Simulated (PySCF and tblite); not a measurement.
Results of a calculation; reference values are marked as such.
System: C₆H₈Se, numbered as in [CH3:1][Se:2][CH:3]1[CH:4]=[CH:5][CH:6]=[CH:7]1.

For the shift of H on C3 from C3 to C7: electronic barrier 28.86 kcal/mol, zero-point change -2.52 kcal/mol, thermal and entropy terms at 400 K a further 0.24 kcal/mol (symmetry numbers apart). The minimum is Cs, the saddle C1. Level: CAM-B3LYP/pcSseg-1 + D3(BJ), IEF-PCM cyclohexane on B3LYP-D3(BJ)/def2-SVP stationary points, with GFN2-xTB thermal terms. Rate constants are transition-state-theory values, counting equivalent paths, without tunnelling. (PySCF 2.14 with density fitting, tblite 0.8.)

(1) How many equivalent paths lead out of the minimum?

(2) Work out the rate at 400 K.

Tunnelling of the moving H, left out here, will speed the real process. Spin–orbit effects of heavy atoms on shieldings are missing.

Answers

(1) 2: the symmetry number of the minimum is 1, that of the saddle displaced along its mode 1, and the displaced saddle is chiral while the minimum is not, which doubles the count.

(2) ΔG‡ = 26.58 kcal/mol; k_B T/h = 8.3×10¹² s⁻¹; exp(−ΔG‡/RT) = 3×10⁻¹⁵; times 2 gives k = 0.05 s⁻¹.
